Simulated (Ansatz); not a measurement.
## A geometry optimisation of BClGaGeH3 with B3LYP-D3(BJ)/def2-SVP

The starting geometry of this gas-phase singlet was optimised with GFN2-xTB.

```xyz
7

B    -0.7236    1.4954    1.1018
Cl   -0.1617   -3.3822   -1.5505
Ga   -0.3749   -1.7280   -0.2132
Ge    0.8129    0.4906    0.1684
H    -0.7162    2.6651    1.1554
H     0.0602    0.7973   -1.2268
H    -1.6226    0.9563    1.6277
```

Question: Predict what becomes of its bonds when it is optimised with B3LYP-D3(BJ)/def2-SVP.

Answer: It keeps its bonds.

The energy falls by 0.30 eV over 20 steps:

| step | E − E(last) (eV) |
| --- | --- |
| 1 | 0.296 |
| 3 | 0.166 |
| 5 | 0.127 |
| 7 | 0.084 |
| 9 | 0.056 |
| 12 | 0.022 |
| 14 | 0.005 |
| 16 | 0.001 |
| 18 | 0.000 |
| 20 | 0.000 |

Final geometry (Å):

```xyz
7

B    -0.8203    1.0227    0.9191
Cl   -1.1440   -3.0882   -0.5629
Ga   -0.0446   -1.2248   -0.5277
Ge    1.0453    0.8151    0.0417
H    -1.3568    2.1043    0.9137
H     0.8881    1.4828   -1.3744
H    -1.2937    0.1826    1.6534
```

Frequencies at the end are all real (lowest 53 cm⁻¹). Run with Ansatz 0.2.0, 72 s on 2 threads of Intel(R) Xeon(R) Platinum 8259CL CPU @ 2.50GHz (Skylake/Cascade Lake) (shared host).
